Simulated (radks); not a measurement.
Q: The mean radii <r> (bohr) of the occupied orbitals of an atom or ion are listed with their occupations. All-electron calculation, scalar-relativistic Kohn-Sham, SCAN, spin-unpolarised, spherical densities, finite nucleus; meta-GGA in the generalised Kohn-Sham scheme; Fermi nuclear charge, rms radius of each element as measured or else 0.836 A^(1/3) + 0.57 fm. Program: a radial shooting solver on a logarithmic mesh with Libxc functionals.

| orbital | occ. | <r> |
|---|---|---|
| 1s | 2 | 0.05621 |
| 2s | 2 | 0.2539 |
| 2p | 6 | 0.2238 |
| 3s | 2 | 0.6961 |
| 3p | 5 | 0.7006 |

Name the element and its charge.

A: Z = 27, cobalt, charge +10: Co10+ in [Ne] 3s2 3p5. The 1s radius gives Z: for a bare nucleus <r> = (2 gamma + 1)/(2Z) with gamma = sqrt(1 - (Z/c)^2), 0.05483 bohr for Z = 27, and screening makes it slightly larger (0.05621 here). The occupations add up to 17, and the charge is Z minus that.
